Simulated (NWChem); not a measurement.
System: CHAlF4O; SMILES [OH][Al]([F])[C](F)(F)F

NWChem input:

```
start job
memory heap 200 mb stack 900 mb global 1100 mb
geometry units angstroms noautosym nocenter noautoz
  Al    -0.151137     0.952055    -0.001484
  C      0.069208    -1.047600     0.000674
  F      1.371952    -1.438950     0.003203
  F     -0.512732    -1.615380    -1.094929
  F     -0.516546    -1.613226     1.095407
  F      1.197845     1.939937     0.000899
  O     -1.741912     1.546936    -0.005163
  H     -1.998040     2.482001    -0.006299
end
basis spherical
  Al library 6-31g*
  C library 6-31g*
  F library 6-31g*
  O library 6-31g*
  H library 6-31g*
end
dft
  xc b3lyp
  iterations 150
end
property
  efieldgrad
end
task dft property
```

Output (shortened):

```
             Northwest Computational Chemistry Package (NWChem) 7.3.0
             --------------------------------------------------------

                             Geometry "geometry" -> ""
                             -------------------------

 Output coordinates in angstroms (scale by  1.889725989 to convert to a.u.)

  No.       Tag          Charge          X              Y              Z
 ---- ---------------- ---------- -------------- -------------- --------------
    1 Al                  13.0000    -0.15113700     0.95205500    -0.00148400
    2 C                    6.0000     0.06920800    -1.04760000     0.00067400
    3 F                    9.0000     1.37195200    -1.43895000     0.00320300
    4 F                    9.0000    -0.51273200    -1.61538000    -1.09492900
    5 F                    9.0000    -0.51654600    -1.61322600     1.09540700
    6 F                    9.0000     1.19784500     1.93993700     0.00089900
    7 O                    8.0000    -1.74191200     1.54693600    -0.00516300
    8 H                    1.0000    -1.99804000     2.48200100    -0.00629900

 Effective nuclear repulsion energy (a.u.)     383.5995724755

                              NWChem Property Module
                              ----------------------

  itol2e modified to match energy
  convergence criterion.

                                 NWChem DFT Module
                                 -----------------

 Summary of "ao basis" -> "ao basis" (spherical)
 ------------------------------------------------------------------------------
       Tag                 Description            Shells   Functions and Types
 ---------------- ------------------------------  ------  ---------------------
 Al                          6-31g*                  8       18   4s3p1d
 C                           6-31g*                  6       14   3s2p1d
 F                           6-31g*                  6       14   3s2p1d
 O                           6-31g*                  6       14   3s2p1d
 H                           6-31g*                  2        2   2s

  itol2e modified to match energy
  convergence criterion.

            General Information
            -------------------
          SCF calculation type: DFT
          Wavefunction type:  closed shell.
          No. of atoms     :     8
          No. of electrons :    64
           Alpha electrons :    32
            Beta electrons :    32
          Charge           :     0
          Spin multiplicity:     1
          Use of symmetry is: off; symmetry adaption is: off
          Maximum number of iterations: 150
          AO basis - number of functions:   104
                     number of shells:    46
          Convergence on energy requested:  1.00D-07
          Convergence on density requested:  1.00D-05
          Convergence on gradient requested:  5.00D-04

              XC Information
              --------------
                         B3LYP Method XC Potential
                     Hartree-Fock (Exact) Exchange  0.200
                        Slater Exchange Functional  0.800 local
                    Becke 1988 Exchange Functional  0.720 non-local
              Lee-Yang-Parr Correlation Functional  0.810
                  VWN I RPA Correlation Functional  0.190 local

             Grid Information
             ----------------
          Grid used for XC integration:  fine
          Radial quadrature: Mura-Knowles
          Angular quadrature: Lebedev.
          Tag              B.-S. Rad. Rad. Pts. Rad. Cut. Ang. Pts.
          ---              ---------- --------- --------- ---------
          Al                  1.25      123           8.0       770
          C                   0.70       70          11.0       590
          F                   0.50       70          12.0       590
          O                   0.60       70          10.0       590
          H                   0.35       60          11.0       590
          Grid pruning is: on
          Number of quadrature shells:   603
          Spatial weights used:  Erf1

      Superposition of Atomic Density Guess
      -------------------------------------

 Sum of atomic energies:        -752.26081771

      Non-variational initial energy
      ------------------------------

 Total energy =    -753.494736
 1-e energy   =   -1812.382787
 2-e energy   =     675.288478
 HOMO         =      -0.358994
 LUMO         =      -0.018444

   convergence    iter        energy       DeltaE   RMS-Dens  Diis-err
 ---------------- ----- ----------------- --------- --------- ---------
 d= 0,ls=0.0,diis     1   -755.5695253595 -1.14D+03  2.03D-02  2.38D+00
 d= 0,ls=0.0,diis     2   -755.1643907402  4.05D-01  1.15D-02  7.40D+00
 d= 0,ls=0.0,diis     3   -755.8354482351 -6.71D-01  1.41D-03  3.03D-02
 d= 0,ls=0.0,diis     4   -755.8367032403 -1.26D-03  7.02D-04  1.64D-02
 d= 0,ls=0.0,diis     5   -755.8382477697 -1.54D-03  1.62D-04  1.40D-03
  Resetting Diis
 d= 0,ls=0.0,diis     6   -755.8383621207 -1.14D-04  3.99D-05  4.41D-05
 d= 0,ls=0.0,diis     7   -755.8383661824 -4.06D-06  2.48D-05  5.25D-06
 d= 0,ls=0.0,diis     8   -755.8383653791  8.03D-07  1.56D-05  1.50D-05
 d= 0,ls=0.0,diis     9   -755.8383666195 -1.24D-06  1.02D-06  3.33D-08
 d= 0,ls=0.0,diis    10   -755.8383666221 -2.65D-09  3.28D-07  4.59D-09

         Total DFT energy =     -755.838366622142
      One electron energy =    -1815.326610310979
           Coulomb energy =      751.000862067264
    Exchange-Corr. energy =      -75.112190853891
 Nuclear repulsion energy =      383.599572475465

 Numeric. integr. density =       63.999999600999

                       DFT Final Molecular Orbital Analysis
                       ------------------------------------

 Vector   30  Occ=2.000000D+00  E=-3.576116D-01
              MO Center= -1.5D+00,  1.5D+00, -4.5D-03, r^2= 1.7D+00
   Bfn.  Coefficient  Atom+Function         Bfn.  Coefficient  Atom+Function
  ----- ------------  ---------------      ----- ------------  ---------------
    91      0.490803  7 O  px                95      0.348343  7 O  px
    92      0.288471  7 O  py                96      0.207386  7 O  py
    77      0.203283  6 F  px                94     -0.177889  7 O  s
     6      0.153311  1 Al s                 81      0.130518  6 F  px
    90     -0.102214  7 O  s                  7     -0.097769  1 Al px

 Vector   31  Occ=2.000000D+00  E=-3.424605D-01
              MO Center= -1.6D+00,  1.5D+00, -4.8D-03, r^2= 9.9D-01
   Bfn.  Coefficient  Atom+Function         Bfn.  Coefficient  Atom+Function
  ----- ------------  ---------------      ----- ------------  ---------------
    93      0.603291  7 O  pz                97      0.459160  7 O  pz
     9      0.121258  1 Al pz                79     -0.101576  6 F  pz
    83     -0.081562  6 F  pz                17      0.062811  1 Al d  1
    13      0.061410  1 Al pz                 5     -0.054009  1 Al pz
    50      0.030340  4 F  py                64     -0.030388  5 F  py

[...]

          -----------------------
          Electric field gradient
          -----------------------

 1 a.u. = 0.324123 10**(16) esu/cm**3  ( or statvolts/cm**2 ) = 0.97174 10**(22) v/m**2

 ------------------------------------------------------------
   Atom      X         Y         Z
 ------------------------------------------------------------
    1 Al  -0.28561   1.79912  -0.00280
 ------------------------------------------------------------

 Electric field gradient in molecular frame (a.u.)
         XX             YY             ZZ             XY             XZ             YZ
 ------------------------------------------------------------------------------------------
        0.361732       0.444252      -0.805983      -0.103956       0.002591      -0.001059

 Principal components (a.u.) and orientation
 of principal axis w.r.t. absolute frame                      Asymmetry parameter eta
 --------------------------------------------------------------------------------------
       -0.805990       0.514840       0.291149                       0.277535

       -0.002159      -0.561745       0.827307
        0.000668       0.827308       0.561748
        0.999997      -0.001765       0.001411

 ------------------------------------------------------------
   Atom      X         Y         Z
 ------------------------------------------------------------
    2 C    0.13078  -1.97968   0.00127
 ------------------------------------------------------------

 Electric field gradient in molecular frame (a.u.)
         XX             YY             ZZ             XY             XZ             YZ
 ------------------------------------------------------------------------------------------
       -0.242496       0.496934      -0.254438      -0.072928       0.000094      -0.000812

 Principal components (a.u.) and orientation
 of principal axis w.r.t. absolute frame                      Asymmetry parameter eta
 --------------------------------------------------------------------------------------
        0.504059      -0.254439      -0.249620                       0.009559

       -0.097224      -0.003194       0.995257
        0.995262       0.000771       0.097226
       -0.001077       0.999995       0.003104

 ------------------------------------------------------------
   Atom      X         Y         Z
 ------------------------------------------------------------
    3 F    2.59261  -2.71922   0.00605
 ------------------------------------------------------------

 Electric field gradient in molecular frame (a.u.)
         XX             YY             ZZ             XY             XZ             YZ
 ------------------------------------------------------------------------------------------
       -2.271042       1.024944       1.246097       1.134486      -0.006678       0.002100

 Principal components (a.u.) and orientation
 of principal axis w.r.t. absolute frame                      Asymmetry parameter eta
 --------------------------------------------------------------------------------------
       -2.623796       1.377686       1.246110                       0.050147

        0.954905       0.296906      -0.001777
       -0.296905       0.954907       0.000376
        0.001809       0.000169       0.999998

 ------------------------------------------------------------
   Atom      X         Y         Z
 ------------------------------------------------------------
    4 F   -0.96892  -3.05263  -2.06912
 ------------------------------------------------------------

 Electric field gradient in molecular frame (a.u.)
         XX             YY             ZZ             XY             XZ             YZ
 ------------------------------------------------------------------------------------------
        0.582570       0.632762      -1.215332      -0.727598      -1.302531      -1.340980

 Principal components (a.u.) and orientation
 of principal axis w.r.t. absolute frame                      Asymmetry parameter eta
 --------------------------------------------------------------------------------------
       -2.615476       1.353369       1.262107                       0.034893

        0.422703      -0.381793       0.821922
        0.425107       0.884495       0.192232
        0.800378      -0.268148      -0.536182

 ------------------------------------------------------------
   Atom      X         Y         Z
 ------------------------------------------------------------
    5 F   -0.97613  -3.04856   2.07002
 ------------------------------------------------------------

 Electric field gradient in molecular frame (a.u.)
         XX             YY             ZZ             XY             XZ             YZ
 ------------------------------------------------------------------------------------------
        0.573278       0.638154      -1.211433      -0.729650       1.310313       1.334711

 Principal components (a.u.) and orientation
 of principal axis w.r.t. absolute frame                      Asymmetry parameter eta
 --------------------------------------------------------------------------------------
       -2.615444       1.353354       1.262090                       0.034894

       -0.425532      -0.382090       0.820323
       -0.423500       0.885182       0.192615
        0.799731       0.265443       0.538489

 ------------------------------------------------------------
   Atom      X         Y         Z
 ------------------------------------------------------------
    6 F    2.26360   3.66595   0.00170
 ------------------------------------------------------------

 Electric field gradient in molecular frame (a.u.)
         XX             YY             ZZ             XY             XZ             YZ
 ------------------------------------------------------------------------------------------
       -0.281415       0.050145       0.231270      -0.541817      -0.000891      -0.001142

 Principal components (a.u.) and orientation
 of principal axis w.r.t. absolute frame                      Asymmetry parameter eta
 --------------------------------------------------------------------------------------
       -0.682249       0.450977       0.231272                       0.322032

        0.803921      -0.594732      -0.002278
        0.594734       0.803922       0.000512
        0.001527      -0.001766       0.999997

 ------------------------------------------------------------
   Atom      X         Y         Z
 ------------------------------------------------------------
    7 O   -3.29174   2.92329  -0.00976
 ------------------------------------------------------------

 Electric field gradient in molecular frame (a.u.)
         XX             YY             ZZ             XY             XZ             YZ
 ------------------------------------------------------------------------------------------
        0.229293      -1.005514       0.776221       0.707332      -0.001482       0.002617

 Principal components (a.u.) and orientation
 of principal axis w.r.t. absolute frame                      Asymmetry parameter eta
 --------------------------------------------------------------------------------------
       -1.327001       0.776226       0.550775                       0.169895

       -0.413768      -0.001664       0.910381
        0.910381       0.000808       0.413770
       -0.001424       0.999998       0.001180

 ------------------------------------------------------------
   Atom      X         Y         Z
 ------------------------------------------------------------
    8 H   -3.77575   4.69030  -0.01190
 ------------------------------------------------------------

 Electric field gradient in molecular frame (a.u.)
         XX             YY             ZZ             XY             XZ             YZ
 ------------------------------------------------------------------------------------------
        0.171613      -0.403208       0.231595       0.173314      -0.000235       0.000771

 Principal components (a.u.) and orientation
 of principal axis w.r.t. absolute frame                      Asymmetry parameter eta
 --------------------------------------------------------------------------------------
       -0.451421       0.231596       0.219825                       0.026074

       -0.268001      -0.001936       0.963417
        0.963418       0.000686       0.268003
       -0.001180       0.999998       0.001682
```

Level: B3LYP/6-31G* (spherical d). Structure relaxed at the PBE-D3(BJ)/def2-SVP level. NWChem prints the field gradient with the sign opposite to the second derivative of the potential.
